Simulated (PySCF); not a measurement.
# Magnetic susceptibility: propyl ethenyl sulfoxide, C5H10OS

Molfile (atoms numbered from 1):
```
C5H10OS
     RDKit          3D

 17 16  0  0  0  0  0  0  0  0999 V2000
    3.1800    0.3453    0.0823 C   0  0  0  0  0  0  0  0  0  0  0  0
    2.1927   -0.4781    0.3563 C   0  0  0  0  0  0  0  0  0  0  0  0
    0.5632    0.1786    0.8215 S   0  0  0  0  0  4  0  0  0  0  0  0
    0.6688    1.6352    0.7371 O   0  0  0  0  0  0  0  0  0  0  0  0
   -0.2238   -0.3708   -0.7807 C   0  0  0  0  0  0  0  0  0  0  0  0
   -1.5966    0.2672   -0.8889 C   0  0  0  0  0  0  0  0  0  0  0  0
   -2.5422   -0.2418    0.1907 C   0  0  0  0  0  0  0  0  0  0  0  0
    2.9993    1.4090    0.1187 H   0  0  0  0  0  0  0  0  0  0  0  0
    4.1714    0.0191   -0.1842 H   0  0  0  0  0  0  0  0  0  0  0  0
    2.2586   -1.5531    0.3671 H   0  0  0  0  0  0  0  0  0  0  0  0
   -0.2794   -1.4573   -0.7437 H   0  0  0  0  0  0  0  0  0  0  0  0
    0.4269   -0.0530   -1.5935 H   0  0  0  0  0  0  0  0  0  0  0  0
   -1.4777    1.3485   -0.7899 H   0  0  0  0  0  0  0  0  0  0  0  0
   -2.0145    0.0635   -1.8783 H   0  0  0  0  0  0  0  0  0  0  0  0
   -2.6634   -1.3209    0.1195 H   0  0  0  0  0  0  0  0  0  0  0  0
   -2.1503   -0.0009    1.1766 H   0  0  0  0  0  0  0  0  0  0  0  0
   -3.5200    0.2214    0.0878 H   0  0  0  0  0  0  0  0  0  0  0  0
  1  2  2  0
  2  3  1  0
  3  4  2  0
  3  5  1  6
  5  6  1  0
  6  7  1  0
  1  8  1  0
  1  9  1  0
  2 10  1  0
  5 11  1  0
  5 12  1  0
  6 13  1  0
  6 14  1  0
  7 15  1  0
  7 16  1  0
  7 17  1  0
M  END
```

Computed with PySCF 2.14.0, GIAO B3LYP/pcSseg-1 magnetisability, rotational g tensor and spin-rotation constants, non-relativistic, gas phase. Geometry: GFN2-xTB.

Problem. What are the magnetisability and the molar susceptibility?

Solution. Isotropic -1246 × 10⁻³⁰ J/T², or -75.1 × 10⁻⁶ cm³/mol; principal values -1390, -1198, -1152 × 10⁻³⁰ J/T², anisotropy 219 × 10⁻³⁰ J/T² (root of half the summed squared differences of the principal values). The susceptibility is in cgs units.

Problem. Split it along the inertial axes a, b, c into diamagnetic and paramagnetic parts about the centre of mass, with the quadrupole moment.

Solution. 
```tsv
axis	χ (10⁻⁶ cm³/mol)	diamagnetic (10⁻⁶ cm³/mol)	paramagnetic (10⁻⁶ cm³/mol)	summed x² of all electrons (Å²)	quadrupole Θ (D Å)
a	-72.4	-356.7	284.3	223.1	+6.83
b	-74.0	-1091.0	1017.0	50.0	-5.25
c	-78.8	-1158.4	1079.7	34.1	-1.58
```
Anisotropies 2χaa − χbb − χcc = +8.0 and 2χbb − χaa − χcc = +3.1 × 10⁻⁶ cm³/mol. Θ is traceless in Buckingham's convention.

Problem. And the rotational g tensor?

Solution. 
```tsv
axis	rotational constant (GHz)	g	nuclear part	electronic part
a	4.9247	-0.0500	0.6077	-0.6577
b	1.2667	-0.0077	0.5975	-0.6052
c	1.1792	-0.0057	0.5924	-0.5981
```
Asymmetric top; isotopes 12C, 1H, 16O, 32S; no vibrational averaging.
